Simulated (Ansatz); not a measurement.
## How basis sets differ on SiH2SF2 (SMILES F[SiH](F)S)

SiH2SF2: 6 atoms, total charge 0, spin state singlet. SMILES: `F[SiH](F)S`. Geometry: relaxed at PBE0-D4/def2-TZVP. This is one conformer, not always the lowest.

```xyz
6

F    -0.3901   -1.5037    0.7036
Si    0.4133   -0.3089    0.0411
F     0.4915   -0.6632   -1.5017
S    -0.5551    1.5326    0.3558
H     1.7691   -0.2494    0.6058
H    -1.6865    1.1287   -0.2507
```

Quantity: the dipole moment, in D. The values are calculated.

```
      level          kind  program  value (D)
  HF/STO-3G  Hartree–Fock   Ansatz       0.24
   HF/3-21G  Hartree–Fock   Ansatz       0.37
HF/def2-SVP  Hartree–Fock   Ansatz       0.75
HF/6-311G**  Hartree–Fock   Ansatz       0.75
```

The values span 0.24 to 0.75 D. Magnitudes only: a small dipole may point the other way at some levels. Sets without polarisation functions give poor dipoles.
